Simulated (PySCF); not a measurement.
Isomers of CH6OSi2. All species are isolated molecules in the gas phase. One relaxed conformer stands for each flexible species; it need not be the lowest. Strings in code marks are SMILES.

All values below come from PBE-D3(BJ)/def2-TZVP // B3LYP-D3(BJ)/def2-TZVP (PySCF). Excitations are Tamm–Dancoff values on a coarser integration grid. The basis has no diffuse functions, so Rydberg states are missing or too high.

A: `[SiH3][C@@H]1O[SiH2]1`
B: `[SiH3]/C=[SiH]/O` (H–O–Si–C torsion 180°)
C: `C/[SiH]=[SiH]\O` (Si–Si–O–H torsion 132°)
D: `OC(=[SiH2])[SiH3]` (H–O–C–Si torsion 161°)
E: `[SiH]([SiH2]O)=C` (C–Si–Si–O torsion -11°, Si–Si–O–H torsion -47°)
F: `OC[SiH]=[SiH2]` (H–O–C–Si torsion -173°, O–C–Si–Si torsion -106°)

Q: Which member has the lowest HOMO?

A: A (-6.46 eV); next is E (-5.70 eV).
